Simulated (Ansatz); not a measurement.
Computed with Ansatz on PBE0-D4/def2-TZVP structures; ΔE is electronic, products minus reactants. CCSD(T)/CBS is the MP2 limit (def2-TZVPP, def2-QZVPP) plus CCSD(T) − MP2 in def2-TZVPP, frozen cores. This one scheme is used for every species. DFT in def2-TZVPP. B3LYP here is the variant with VWN-RPA as its local correlation; programs differ in this. One conformer a species, not always the lowest.

Consider the cleavage of the B–Al bond: `O[B](F)[AlH][F]` + CH₃SH → `CSB(O)F` + `[F][AlH2]`.

| level | ΔE (eV) |
| --- | --- |
| revPBE-D4 | -0.91 |
| r2SCAN-D4 | -1.00 |
| r2SCANh-D4 | -1.01 |
| B3LYP | -0.90 |

**Question.** What does CCSD(T)/CBS give? (An estimate is asked.)

**Answer.** Ansatz gave: -0.95 eV. The listed levels differ from it by 0.04, -0.05, -0.06, 0.05 eV.

Largest T1 diagnostic among the species: 0.014.

From PBE to PBE0 (25 % exact exchange), in def2-TZVPP and without D4, ΔE moves by −0.06 eV. At CCSD(T), def2-SVP lies −0.12 eV from the extrapolated value and def2-TZVPP −0.00 eV. Leaving LDA and LC-ωPBE aside and taking each functional with its dispersion term where it has one, the values, not all of them listed here, spread over 0.28 eV, from B97M-V to PBE-D4. LDA lies −0.09 eV from PBE without D4.
